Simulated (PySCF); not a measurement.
CH7PSi (SMILES C[SiH2]P), singlet, at a GFN2-xTB geometry; PySCF with CISD/cc-pVDZ.

The PySCF input:
```python
from pyscf import gto, scf, ci

mol = gto.Mole()
mol.atom = '''
    Si   -0.541132   -0.037332    0.633470
    C    -1.789918    0.532496   -0.687770
    P     1.541799   -0.281247   -0.172799
    H    -0.461061    0.954090    1.711516
    H    -0.938192   -1.343057    1.170977
    H    -1.503137    1.489994   -1.115622
    H    -2.783482    0.644397   -0.264556
    H    -1.856666   -0.184347   -1.502531
    H     1.160432   -0.950434   -1.321133
    H     1.570470    0.935728   -0.828624
'''
mol.basis = 'cc-pvdz'
mol.charge = 0
mol.spin = 0
mol.verbose = 4
mol.max_memory = 1800
mol.build()

mf = scf.RHF(mol)
mf.kernel()

myci = ci.CISD(mf, frozen=11)
myci.kernel()
print('E(CISD) = %.10f' % myci.e_tot)
```

What the program printed (banner, timings and long lists left out):

```
PySCF version 2.14.0

[INPUT] verbose = 4
[INPUT] num. atoms = 10
[INPUT] num. electrons = 42
[INPUT] charge = 0
[INPUT] spin (= nelec alpha-beta = 2S) = 0
[INPUT] symmetry False subgroup None
[INPUT] Mole.unit = angstrom
[INPUT] Symbol           X                Y                Z      unit          X                Y                Z       unit  Magmom
[INPUT]  1 Si    -0.541132000000  -0.037332000000   0.633470000000 AA   -1.022591277238  -0.070547255682   1.197084808128 Bohr   0.0
[INPUT]  2 C     -1.789918000000   0.532496000000  -0.687770000000 AA   -3.382454805429   1.006271602426  -1.299696936692 Bohr   0.0
[INPUT]  3 P      1.541799000000  -0.281247000000  -0.172799000000 AA    2.913577849128  -0.531479803356  -0.326542784599 Bohr   0.0
[INPUT]  4 H     -0.461061000000   0.954090000000   1.711516000000 AA   -0.871279016718   1.802968798186   3.234296497811 Bohr   0.0
[INPUT]  5 H     -0.938192000000  -1.343057000000   1.170977000000 AA   -1.772925932258  -2.538009899680   2.212825828165 Bohr   0.0
[INPUT]  6 H     -1.503137000000   1.489994000000  -1.115622000000 AA   -2.840517257700   2.815680587245  -2.108220038540 Bohr   0.0
[INPUT]  7 H     -2.783482000000   0.644397000000  -0.264556000000 AA   -5.260018652657   1.217733845491  -0.499938384610 Bohr   0.0
[INPUT]  8 H     -1.856666000000  -0.184347000000  -1.502531000000 AA   -3.508590244792  -0.348365341885  -2.839372083669 Bohr   0.0
[INPUT]  9 H      1.160432000000  -0.950434000000  -1.321133000000 AA    2.192898666181  -1.796059959475  -2.496579544125 Bohr   0.0
[INPUT] 10 H      1.570470000000   0.935728000000  -0.828624000000 AA    2.967758186846   1.768269647087  -1.565872420242 Bohr   0.0

nuclear repulsion = 150.526227263765
number of shells = 36
number of NR pGTOs = 157
number of NR cGTOs = 85
basis = cc-pvdz
ecp = {}

******** <class 'pyscf.scf.hf.RHF'> ********
method = RHF
initial guess = minao
damping factor = 0
level_shift factor = 0
DIIS = <class 'pyscf.scf.diis.CDIIS'>
diis_start_cycle = 1
diis_space = 8
diis_damp = 0
SCF conv_tol = 1e-09
SCF conv_tol_grad = None
SCF max_cycles = 50
direct_scf = True
direct_scf_tol = 1e-13
Set gradient conv threshold to 3.16228e-05
Initial guess from minao.
init E= -671.576355738037
  HOMO = -0.270867049901434  LUMO = 0.103150466948152  gap/eV = 10.17754
cycle= 1 E= -671.584285617387  delta_E= -0.00793  |g|= 0.259  |ddm|= 2.33
  HOMO = -0.357882544439025  LUMO = 0.148109167904635  gap/eV = 13.76874
cycle= 2 E= -671.615896460753  delta_E= -0.0316  |g|= 0.072  |ddm|= 0.309
  HOMO = -0.355783514563934  LUMO = 0.164201823869881  gap/eV = 14.14952
cycle= 3 E= -671.618794266864  delta_E= -0.0029  |g|= 0.0224  |ddm|= 0.104
  HOMO = -0.357479921842315  LUMO = 0.161640758711673  gap/eV = 14.12599
cycle= 4 E= -671.61907655689  delta_E= -0.000282  |g|= 0.00475  |ddm|= 0.0348
  HOMO = -0.357981925695549  LUMO = 0.161551554983151  gap/eV = 14.13723
cycle= 5 E= -671.619094646458  delta_E= -1.81e-05  |g|= 0.0015  |ddm|= 0.0107
  HOMO = -0.358168744068403  LUMO = 0.161514147739007  gap/eV = 14.14129
cycle= 6 E= -671.619096350842  delta_E= -1.7e-06  |g|= 0.000406  |ddm|= 0.00367
  HOMO = -0.358207394020748  LUMO = 0.16151259860757  gap/eV = 14.14230
cycle= 7 E= -671.619096471847  delta_E= -1.21e-07  |g|= 9.5e-05  |ddm|= 0.00101
  HOMO = -0.358212845941689  LUMO = 0.16151099090998  gap/eV = 14.14241
cycle= 8 E= -671.619096479806  delta_E= -7.96e-09  |g|= 2.06e-05  |ddm|= 0.000279
  HOMO = -0.358214431803811  LUMO = 0.161510699506348  gap/eV = 14.14244
cycle= 9 E= -671.619096480211  delta_E= -4.05e-10  |g|= 5.18e-06  |ddm|= 6.15e-05
  HOMO = -0.358214271429378  LUMO = 0.161510707164435  gap/eV = 14.14244
Extra cycle  E= -671.619096480232  delta_E= -2.14e-11  |g|= 1.95e-06  |ddm|= 1.05e-05
converged SCF energy = -671.619096480232

******** <class 'pyscf.ci.cisd.RCISD'> ********
CISD nocc = 10, nmo = 74
frozen orbitals 11
max_cycle = 50
direct = 0
conv_tol = 1e-09
max_cycle = 50
max_space = 12
lindep = 0
nroots = 1
Init t2, MP2 energy = -0.376365628612839
RCISD converged
E(RCISD) = -671.9959409954392  E_corr = -0.3768445152068396
E(CISD) = -671.9959409954
```
